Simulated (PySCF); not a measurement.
**Mn: ionisation energy**

Mn [Ar] 3d5 4s2 [3d3/2^4 3d5/2^1, M_J = 5/2] → Mn⁺ [Ar] 3d5 4s1 [3d3/2^4 3d5/2^1 4s1/2^1, M_J = 3], as a difference of total energies. All numbers are calculated (PySCF 2.14, the two-component X2C-1e Hamiltonian, in x2c-TZVPPall-2c (6s7p4d2f1g, 70 functions)). Correlated levels: [Ne] frozen; the 6 highest virtual spinors dropped. "Screened" scales the spin-orbit matrix elements by Boettger's factors to mimic the two-electron term; Breit and QED terms are absent.

```json
{"method": "GHF (screened spin-orbit)", "ionisation energy (eV)": "6.027"}
{"method": "GMP2 (screened spin-orbit)", "ionisation energy (eV)": "7.066"}
```

Task: How much does correlation contribute at GMP2 (screened spin-orbit)?

Result: 7.066 − (6.027) = 1.039 eV, measured against GHF (screened spin-orbit).

Errors of the correlated levels include the incompleteness of this basis and the frozen core.

The labels give the starting determinants; with spin-orbit coupling the two ends relaxed to ⟨J²⟩ = 8.77, ⟨L²⟩ = 0.00, ⟨S²⟩ = 8.77 and ⟨J²⟩ = 12.00, ⟨L²⟩ = 0.00, ⟨S²⟩ = 12.00.

MP2 underrates the near-degeneracy of ns² with np² in the lower species.

For comparison: 7.434 eV (measured; NIST Atomic Spectra Database, ionization energies).
